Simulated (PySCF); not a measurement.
Parent: `[CH2:1]=[C:2]=[CH:3][C:4]([F:5])([F:6])[F:7]`, C4H3F3.

Method used: PBE0-D3(BJ)/def2-SVP geometry optimisation, gas phase (PySCF). One conformer each, not checked by frequencies here.

| coordinate of the parent | value |
| --- | --- |
| C1=C2 | 1.304 Å |
| C2=C3 | 1.309 Å |
| C3–C4 | 1.497 Å |
| C4–F5 | 1.338 Å |
| C4–F6 | 1.338 Å |
| C4–F7 | 1.330 Å |
| C1–C2–C3 | 179.9° |
| C2–C3–C4 | 123.1° |
| C3–C4–F5 | 110.8° |
| C3–C4–F6 | 110.8° |
| C3–C4–F7 | 112.5° |
| F5–C4–F6 | 106.8° |
| F5–C4–F7 | 107.8° |
| F6–C4–F7 | 107.8° |

Q: How does the shared frame change in `[CH3:1][Se:2][CH:3]=[C:4]=[CH:5][C:6]([F:7])([F:8])[F:9]` with C1–Se2–C3–C4 1°, C5H5F3Se? Atoms pair as C1 = C3, C2 = C4, C3 = C5, C4 = C6, F5 = F7, F6 = F9, F7 = F8 (parent first).

A: 
```json
{"parent": "C1=C2", "relative": "C3=C4", "value in the relative": "1.306 Å", "change": "+0.002"}
{"parent": "C2=C3", "relative": "C4=C5", "value in the relative": "1.310 Å", "change": "+0.001"}
{"parent": "C3–C4", "relative": "C5–C6", "value in the relative": "1.499 Å", "change": "+0.002"}
{"parent": "C4–F5", "relative": "C6–F7", "value in the relative": "1.341 Å", "change": "+0.003"}
{"parent": "C4–F6", "relative": "C6–F9", "value in the relative": "1.337 Å", "change": "-0.001"}
{"parent": "C4–F7", "relative": "C6–F8", "value in the relative": "1.329 Å", "change": "-0.001"}
{"parent": "C1–C2–C3", "relative": "C3–C4–C5", "value in the relative": "177.4°", "change": "-2.5"}
{"parent": "C2–C3–C4", "relative": "C4–C5–C6", "value in the relative": "122.7°", "change": "-0.4"}
{"parent": "C3–C4–F5", "relative": "C5–C6–F7", "value in the relative": "110.7°", "change": "-0.1"}
{"parent": "C3–C4–F6", "relative": "C5–C6–F9", "value in the relative": "111.0°", "change": "+0.2"}
{"parent": "C3–C4–F7", "relative": "C5–C6–F8", "value in the relative": "112.5°", "change": "0.0"}
{"parent": "F5–C4–F6", "relative": "F7–C6–F9", "value in the relative": "106.8°", "change": "0.0"}
{"parent": "F5–C4–F7", "relative": "F7–C6–F8", "value in the relative": "107.5°", "change": "-0.3"}
{"parent": "F6–C4–F7", "relative": "F9–C6–F8", "value in the relative": "108.0°", "change": "+0.2"}
```

No shared bond changes by more than 0.004 Å. Bonds of the relative outside the shared frame: C1–Se2 1.936, Se2–C3 1.894 Å. Point group Cs → C1.
